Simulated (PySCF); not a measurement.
## Basis-set dependence of TeH at CCSD(T)

PySCF, UHF reference; doublet, unpaired electrons π ↑; De to Te + H without counterpoise correction. Frozen cores follow the default of each basis and core potential.

| basis | relativity | functions | Re (Å) | ωe (cm⁻¹) | De (eV) | frozen orbitals |
| --- | --- | --- | --- | --- | --- | --- |
| aug-cc-pVDZ-PP/aug-cc-pVDZ | scalar-relativistic core potentials | 41 | 1.666 | 2117 | 2.79 | 4 |
| cc-pVTZ-PP/cc-pVTZ | scalar-relativistic core potentials | 53 | 1.658 | 2149 | 2.92 | 4 |
| def2-TZVP | scalar-relativistic core potentials | 56 | 1.656 | 2147 | 2.79 | 4 |
| x2c-TZVPPall | spin-free X2C | 74 | 1.652 | 2148 | 2.91 | 18 |

**Question.** How does each smaller set differ from the one with most functions, x2c-TZVPPall?

**Answer.** aug-cc-pVDZ-PP/aug-cc-pVDZ: +1.4 pm, -1.4 % in ωe, -0.12 eV in De; cc-pVTZ-PP/cc-pVTZ: +0.6 pm, +0.0 % in ωe, +0.01 eV in De; def2-TZVP: +0.4 pm, -0.0 % in ωe, -0.12 eV in De. All at CCSD(T); the set with most functions is neither the basis-set limit nor always the best. The rows treat relativity differently, so the differences are not basis effects alone.

Correlated steps freeze the inner cores (4 to 18 orbitals); shallow outer-core shells are correlated. Correlated levels converge slowly with the basis: in double zeta they bind strong bonds too weakly, by up to about 1 eV, and carry superposition errors of some tenths. These are scalar-relativistic numbers at best; spin–orbit coupling would shift them, the dissociation energy most. The state is the lowest determinant that a PBE0 search found; another state may lie lower at other levels.
